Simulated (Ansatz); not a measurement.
Input file for Ansatz (a program for electronic structure): U-CCSD(T)/aug-cc-pVTZ on BeFHO (SMILES [OH][Be][F]), a point of a bond scan (R = 1.111 Å).

Ansatz 0.2 input:
```yaml
crystal:
  periodic: [false, false, false]
  atoms:
    - {symbol: Be, position_ang: [0.02934244, 0.01481768, -0.02556009]}
    - {symbol: F, position_ang: [0.79210936, 0.42537007, -0.72115593]}
    - {symbol: O, position_ang: [-0.99864586, -0.46736623, 0.82454057]}
    - {symbol: H, position_ang: [-0.97341266, -1.07241437, 1.56140982]}
basis:
  gaussian:
    orbitals: aug-cc-pVTZ
correlation: {method: ccsd_t, electrons: outside_noble_gas}
scf: {omitted_lower_state_checks: [cluster_reference]}
magnetization: {spin_polarized: true, initial_magnetization: 0}
```

Output:

```
WARN ansatz: RAYON_NUM_THREADS=1 ignored (pool sized by the plan → 1); use --threads N
Functional definition: HF
these checks for a lower state are left out or cut short: cluster_reference
integrals: 0.71 GiB planned
981 factors; integrals over basis functions are off by at most 1.1e-3 eV
mean field: 0.43 GiB planned
mean field evaluation 1: about -5157.7782 eV, gradient 3.3e1 eV
mean field evaluation 2: about -5157.7792 eV, gradient 3.3e1 eV
mean field evaluation 4: about -5161.1702 eV, gradient 1.5e0 eV
mean field evaluation 8: about -5161.1878 eV, gradient 3.2e-4 eV
mean field -5161.18780381 eV, -189.6701534112 hartree, gradient 1.5e-6 eV, S^2 0.000000; 0 other end points of the search recorded, 0 dependent functions left out
3 core orbitals not correlated
reference -5161.18780381 eV, -189.6701534112 hartree; 8, 8 occupied and 150, 150 virtual orbitals, 981 factors
second order -14.93253868 eV of doubles, -0.00000000 eV of singles
coupled cluster: 1.94 GiB planned
cycle   1  -14.68624773 eV  change    2.5e-1 eV  update   7.1e-2
cycle   2  -14.94321888 eV  change   -2.6e-1 eV  update   2.0e-2
cycle   3  -15.00412249 eV  change   -6.1e-2 eV  update   9.4e-3
cycle   4  -14.99722299 eV  change    6.9e-3 eV  update   2.0e-3
cycle   5  -14.99548611 eV  change    1.7e-3 eV  update   7.5e-4
cycle   6  -14.99571533 eV  change   -2.3e-4 eV  update   2.2e-4
cycle   7  -14.99571742 eV  change   -2.1e-6 eV  update   8.7e-5
cycle   8  -14.99570169 eV  change    1.6e-5 eV  update   2.5e-5
cycle   9  -14.99570616 eV  change   -4.5e-6 eV  update   9.6e-6
perturbative correction -0.46878811 eV, -0.0172276451 hartree
Total energy: -5176.65229808 eV, -190.2384630934 hartree
Checks for a lower state left out: cluster_reference
```

The calculation finished and met its thresholds.

Cost: very roughly 27 core-seconds.
